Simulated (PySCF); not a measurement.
Ge(H)3(Me) (CH₆Ge), SMILES [CH3][GeH3].

The structure is a stationary point at B3LYP-D3(BJ)/def2-TZVP.

Method: ωB97X/def2-TZVPD (PySCF).

Gas-phase values at a fixed geometry.

Computed frontier levels, gap, dipole moment and polarisability:
highest occupied level: -11.27 eV
lowest empty level: 1.92 eV
orbital gap: 13.19 eV
dipole moment: 0.68 D
quadrupole, principal values (traceless, Buckingham form, about the centre of nuclear charge): -0.02, -0.02, 0.04 D·Å
mean static polarisability: 46.9 bohr³ (6.95 Å³)
polarisability, principal values: 44.2, 44.2, 52.3 bohr³
